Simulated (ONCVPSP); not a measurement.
# What the settings do to the ONCV potential of Mn (Z = 25)

Base potential:

```json
{
 "Element": "manganese (Mn)",
 "Generator": "ONCVPSP 4.0.1",
 "Type": "optimised norm-conserving Vanderbilt (ONCV)",
 "Functional": "PW91",
 "Relativity": "scalar-relativistic",
 "Frozen core": "[Ne]",
 "Valence charge": "15",
 "Reference configuration": "3s2 3p6 3d5 4s1.5 4p0.5",
 "Partial waves": "3s+4s: rc 1.65 bohr, ncon 4, nbas 8, qcut 7.1 1/bohr, 2 projectors; 3p+4p: rc 1.85 bohr, ncon 3, nbas 7, qcut 6.3 1/bohr, 2 projectors; 3d: rc 1.55 bohr, ncon 4, nbas 9, qcut 10.9 1/bohr, 2 projectors, debl 0.5 Ha; f scattering state at 0.11 Ha: rc 2.05 bohr, ncon 3, nbas 7, qcut 5.8 1/bohr, 2 projectors, debl 0.9 Ha",
 "Local potential": "polynomial inside 1.10 bohr (lpopt 3, dvloc0 0 Ha)",
 "Core correction": "Teter function, fcfact 3.25, rcfact 1.5"
}
```

Cutoffs, loose and tight: the cutoffs (Ha) at which the residual kinetic energy of the hardest occupied pseudo-wave falls to 1 and 0.1 mHa per electron. They do not see the model core or the augmentation charge, which bear on the density cutoff. Test errors are all-electron minus pseudo excitation energies from the reference, over the configurations 3s2 3p6 3d5 4s2 4p0; 3s2 3p6 3d5 4s1 4p0; 3s2 3p6 3d5 4s0 4p0; 3s2 3p6 3d6 4s0 4p0. A dash means not determined; rows that change the core or the reference have their own tests.

| change | outcome | cutoff, loose | cutoff, tight | bound ghosts | GHOST(+) flags above zero | largest test error (meV) |
| --- | --- | --- | --- | --- | --- | --- |
| base | generated | 43 Ha | 49 Ha | none | none | +16 |
| local potential polynomial inside 1.10 bohr (lpopt 3, dvloc0 6.5 Ha) | generated | 43 Ha | 49 Ha | none | none | +15 |
| d: nbas 7 | generated | 43 Ha | 49 Ha | none | none | +16 |
| core correction Teter function, fcfact 7.2, rcfact 1.5 | generated | 43 Ha | 49 Ha | none | none | +15 |
| local potential polynomial inside 1.50 bohr (lpopt 3, dvloc0 4 Ha) | generated | 43 Ha | 49 Ha | none | none | +15 |
| s: qcut 10.1; p: qcut 8.9; d: qcut 15.5; f: qcut 8.2 | generated | 63 Ha | 75 Ha | none | none | +8.4 |
| core correction Teter function, fcfact 3.25, rcfact 1.66 | generated | 43 Ha | 49 Ha | none | none | +15 |
| d: debl 1.55 | generated | 43 Ha | 49 Ha | none | none | +16 |
| s: nproj 3 | generated | 43 Ha | 49 Ha | none | none | +16 |
